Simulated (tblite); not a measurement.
Record of a relaxation.

C4H7Cl2F3Si.
Atom-mapped SMILES: `[F:1][C:2]([F:3])([F:4])[CH2:5][CH2:6][SiH2:7][CH:8]([Cl:9])[Cl:10]` (hydrogens: H11, H12 on C5; H13, H14 on C6; H15, H16 on Si7; H17 on C8)

Computed with GFN2-xTB (tblite), gas phase: L-BFGS steps from a force-field or distance-geometry start until the largest atomic force falls under 0.01 eV/Å. 9 of its 105 geometries are shown.

Step 0: E = -1011.2493 eV, largest atomic force 2.808 eV/Å
```
atom  x, y, z in Å  |  force x, y, z in eV/Å
F1     -3.621   -0.053    0.625   -0.036  -0.052  -0.366
C2     -2.443   -0.022   -0.021    0.863   0.087   0.813
F3     -2.574    0.720   -1.121   -0.249  -0.143  -0.095
F4     -2.158   -1.282   -0.399   -0.270   0.147  -0.098
C5     -1.366    0.540    0.907    0.368   0.266  -0.101
C6     -0.001    0.746    0.231    0.139   0.578   0.352
Si7     1.003   -0.786   -0.192   -2.241  -1.569   0.634
C8      2.744   -0.421   -0.686    1.100   0.038  -0.329
Cl9     3.616    0.327    0.664    0.103   0.037   0.042
Cl10    2.742    0.660   -2.093    0.071   0.042  -0.081
H11    -1.269   -0.102    1.782   -0.070  -0.185  -0.120
H12    -1.718    1.515    1.262   -0.159  -0.061  -0.095
H13    -0.126    1.349   -0.664   -0.127   0.124  -0.083
H14     0.618    1.347    0.916   -0.278  -0.029  -0.105
H15     0.292   -1.513   -1.268    0.403   0.148   0.033
H16     0.970   -1.685    1.012    0.264   0.357  -0.391
H17     3.283   -1.329   -0.965    0.120   0.214  -0.010
```

Step 13: E = -1011.4596 eV, largest atomic force 0.091 eV/Å
```
atom  x, y, z in Å  |  force x, y, z in eV/Å
F1     -3.600   -0.048    0.601   -0.016  -0.005  -0.020
C2     -2.397   -0.004    0.004    0.001  -0.035  -0.007
F3     -2.558    0.701   -1.123    0.018   0.015  -0.004
F4     -2.123   -1.263   -0.375    0.011  -0.052   0.001
C5     -1.348    0.576    0.923   -0.005  -0.006   0.024
C6      0.002    0.768    0.235    0.003   0.053   0.001
Si7     0.895   -0.861   -0.187    0.018   0.005  -0.017
C8      2.712   -0.439   -0.679    0.000   0.032   0.003
Cl9     3.568    0.325    0.677   -0.048  -0.009  -0.027
Cl10    2.708    0.655   -2.081   -0.004  -0.020   0.037
H11    -1.262   -0.103    1.771    0.008  -0.019   0.044
H12    -1.756    1.524    1.282    0.070   0.057  -0.013
H13    -0.138    1.373   -0.660   -0.020  -0.008  -0.066
H14     0.627    1.363    0.902    0.052  -0.021   0.042
H15     0.351   -1.554   -1.349   -0.026  -0.014  -0.015
H16     1.014   -1.690    1.014   -0.046  -0.030   0.008
H17     3.300   -1.310   -0.964   -0.017   0.058   0.010
```

Step 26: E = -1011.4717 eV, largest atomic force 0.058 eV/Å
```
atom  x, y, z in Å  |  force x, y, z in eV/Å
F1     -3.581   -0.049    0.576   -0.006   0.008   0.026
C2     -2.362   -0.009    0.016   -0.014  -0.006   0.005
F3     -2.494    0.675   -1.128    0.005  -0.021   0.007
F4     -2.073   -1.277   -0.332   -0.012  -0.005   0.021
C5     -1.326    0.589    0.940    0.007   0.002  -0.037
C6      0.014    0.755    0.226    0.016   0.016   0.008
Si7     0.863   -0.894   -0.215   -0.034   0.042   0.005
C8      2.676   -0.420   -0.670   -0.041  -0.038   0.014
Cl9     3.471    0.359    0.710    0.006   0.005   0.009
Cl10    2.660    0.683   -2.061    0.001   0.003   0.004
H11    -1.238   -0.070    1.806   -0.010   0.038  -0.034
H12    -1.712    1.558    1.270   -0.013  -0.034  -0.006
H13    -0.137    1.363   -0.668    0.011  -0.027  -0.008
H14     0.669    1.330    0.881    0.030  -0.007   0.019
H15     0.335   -1.577   -1.392    0.011   0.028   0.013
H16     0.934   -1.735    0.983    0.007  -0.013  -0.045
H17     3.295   -1.269   -0.950    0.035   0.010  -0.002
```

Step 39: E = -1011.4786 eV, largest atomic force 0.056 eV/Å
```
atom  x, y, z in Å  |  force x, y, z in eV/Å
F1     -3.572   -0.022    0.601    0.025  -0.019  -0.013
C2     -2.355   -0.027    0.032    0.022   0.015   0.001
F3     -2.484    0.601   -1.143    0.003  -0.008  -0.008
F4     -2.080   -1.313   -0.255   -0.016   0.006   0.037
C5     -1.313    0.607    0.926    0.000   0.012   0.014
C6      0.033    0.756    0.222   -0.018  -0.014   0.001
Si7     0.847   -0.903   -0.237    0.013   0.015  -0.019
C8      2.666   -0.417   -0.653   -0.006  -0.004   0.002
Cl9     3.420    0.371    0.747    0.002  -0.013  -0.042
Cl10    2.634    0.697   -2.038    0.040  -0.009   0.038
H11    -1.224   -0.024    1.811   -0.004   0.005   0.009
H12    -1.706    1.580    1.229   -0.013   0.014  -0.004
H13    -0.097    1.369   -0.672   -0.021  -0.016   0.007
H14     0.695    1.317    0.885   -0.018  -0.034  -0.002
H15     0.316   -1.527   -1.444    0.011   0.012  -0.012
H16     0.896   -1.810    0.913   -0.004   0.030  -0.014
H17     3.316   -1.244   -0.931   -0.015   0.008   0.003
```

Step 52: E = -1011.4858 eV, largest atomic force 0.043 eV/Å
```
atom  x, y, z in Å  |  force x, y, z in eV/Å
F1     -3.579    0.001    0.609    0.026  -0.003   0.014
C2     -2.350   -0.057    0.070    0.007  -0.017  -0.026
F3     -2.452    0.469   -1.157    0.016   0.017  -0.022
F4     -2.079   -1.364   -0.104    0.019  -0.028   0.015
C5     -1.317    0.636    0.928   -0.013  -0.005   0.003
C6      0.029    0.754    0.219   -0.008   0.015  -0.004
Si7     0.829   -0.895   -0.298   -0.035  -0.009   0.019
C8      2.664   -0.413   -0.644    0.000  -0.018  -0.009
Cl9     3.397    0.345    0.783   -0.007  -0.007   0.016
Cl10    2.699    0.721   -2.010    0.009   0.017  -0.007
H11    -1.233    0.059    1.851    0.031  -0.016   0.005
H12    -1.716    1.623    1.173    0.000   0.016  -0.005
H13    -0.092    1.385   -0.663   -0.016   0.026  -0.007
H14     0.713    1.280    0.887   -0.026   0.030   0.016
H15     0.322   -1.440   -1.555   -0.001   0.007   0.036
H16     0.848   -1.849    0.813   -0.009   0.007  -0.024
H17     3.310   -1.244   -0.913    0.007  -0.031  -0.019
```

Step 65: E = -1011.4936 eV, largest atomic force 0.092 eV/Å
```
atom  x, y, z in Å  |  force x, y, z in eV/Å
F1     -3.557   -0.021    0.597   -0.019  -0.006  -0.005
C2     -2.314   -0.111    0.099    0.020   0.005   0.036
F3     -2.381    0.308   -1.170   -0.005   0.028  -0.035
F4     -2.027   -1.424    0.044    0.023  -0.048   0.003
C5     -1.314    0.662    0.927    0.026   0.017   0.009
C6      0.026    0.808    0.213   -0.038   0.024   0.002
Si7     0.795   -0.845   -0.344    0.010   0.086   0.000
C8      2.654   -0.433   -0.649    0.023   0.016  -0.002
Cl9     3.366    0.242    0.831    0.003  -0.033  -0.023
Cl10    2.791    0.748   -1.970   -0.014  -0.026   0.029
H11    -1.197    0.127    1.871   -0.018  -0.012  -0.004
H12    -1.754    1.641    1.135    0.003  -0.011  -0.004
H13    -0.112    1.452   -0.658    0.026  -0.004   0.006
H14     0.702    1.335    0.890    0.003  -0.043  -0.058
H15     0.277   -1.339   -1.613   -0.026   0.012  -0.045
H16     0.772   -1.851    0.712    0.000  -0.033   0.086
H17     3.268   -1.288   -0.927   -0.017   0.029   0.005
```

Step 78: E = -1011.4965 eV, largest atomic force 0.018 eV/Å
```
atom  x, y, z in Å  |  force x, y, z in eV/Å
F1     -3.549   -0.046    0.587   -0.004  -0.007   0.008
C2     -2.303   -0.120    0.097   -0.002  -0.002   0.001
F3     -2.370    0.298   -1.174    0.005   0.010  -0.002
F4     -1.999   -1.430    0.044    0.002  -0.011   0.002
C5     -1.314    0.664    0.928    0.004   0.005  -0.003
C6      0.021    0.825    0.208    0.012  -0.005  -0.010
Si7     0.788   -0.830   -0.339    0.009  -0.013  -0.004
C8      2.650   -0.442   -0.650   -0.015  -0.010   0.001
Cl9     3.381    0.199    0.834    0.012  -0.002   0.008
Cl10    2.792    0.750   -1.956   -0.005   0.014  -0.001
H11    -1.189    0.125    1.869   -0.011   0.003   0.001
H12    -1.767    1.636    1.140   -0.002   0.008   0.003
H13    -0.122    1.467   -0.662    0.006   0.001  -0.009
H14     0.704    1.349    0.876   -0.009   0.009   0.009
H15     0.261   -1.314   -1.611    0.001  -0.005   0.005
H16     0.762   -1.818    0.741   -0.001   0.006  -0.008
H17     3.248   -1.301   -0.944   -0.002  -0.001  -0.002
```

Step 91: E = -1011.4973 eV, largest atomic force 0.017 eV/Å
```
atom  x, y, z in Å  |  force x, y, z in eV/Å
F1     -3.545   -0.063    0.596    0.004  -0.006  -0.009
C2     -2.301   -0.123    0.097    0.003   0.000  -0.005
F3     -2.378    0.293   -1.173   -0.009   0.011   0.002
F4     -1.983   -1.431    0.042   -0.008   0.000   0.015
C5     -1.317    0.672    0.923    0.003  -0.002  -0.008
C6      0.021    0.826    0.206    0.006   0.002   0.002
Si7     0.788   -0.832   -0.332    0.000  -0.003   0.001
C8      2.648   -0.444   -0.647    0.014   0.008  -0.005
Cl9     3.404    0.164    0.838   -0.011  -0.004  -0.001
Cl10    2.773    0.776   -1.931    0.002   0.007   0.004
H11    -1.196    0.143    1.870   -0.002   0.010  -0.005
H12    -1.771    1.646    1.122    0.001  -0.008   0.000
H13    -0.114    1.465   -0.669   -0.010  -0.002   0.003
H14     0.701    1.354    0.876    0.009   0.000   0.002
H15     0.266   -1.320   -1.605   -0.007  -0.003  -0.003
H16     0.754   -1.818    0.747    0.008  -0.005   0.008
H17     3.240   -1.297   -0.969   -0.003  -0.006  -0.001
```

Step 104: E = -1011.4977 eV, largest atomic force 0.008 eV/Å
```
atom  x, y, z in Å  |  force x, y, z in eV/Å
F1     -3.543   -0.068    0.599   -0.002   0.001   0.002
C2     -2.300   -0.126    0.100   -0.002   0.002  -0.002
F3     -2.381    0.284   -1.172    0.002  -0.003  -0.004
F4     -1.978   -1.433    0.052   -0.002   0.006   0.003
C5     -1.317    0.679    0.918   -0.001  -0.002   0.001
C6      0.023    0.824    0.204    0.000   0.001  -0.001
Si7     0.787   -0.836   -0.333    0.000  -0.003   0.001
C8      2.646   -0.443   -0.651    0.002   0.005  -0.006
Cl9     3.399    0.135    0.848    0.001  -0.004  -0.001
Cl10    2.775    0.803   -1.909    0.000  -0.003   0.006
H11    -1.200    0.162    1.872    0.004  -0.002   0.001
H12    -1.772    1.655    1.103    0.001  -0.003   0.001
H13    -0.110    1.461   -0.672   -0.001   0.000  -0.004
H14     0.704    1.352    0.872    0.000   0.000   0.002
H15     0.258   -1.325   -1.603    0.001  -0.002   0.001
H16     0.766   -1.822    0.748   -0.003   0.003   0.000
H17     3.236   -1.291   -0.988    0.001   0.005   0.001
```

**Question.** Summarise the path.

**Answer.** The energy falls by 5.73 kcal/mol from step 0 to step 104; nine tenths of that is first reached at step 29. It falls at every step. The largest force goes from 2.808 to 0.008 eV/Å. Among the bonds Si7–C8 changes most, from 1.847 to 1.926 Å; the atoms move by 0.272 Å rms after alignment.

What follows is the cost of the whole relaxation. Time: 1.1 s. Hardware: Arm Neoverse V1, one thread, no GPU, shared host with 32 logical CPUs at a one-minute load of 27.
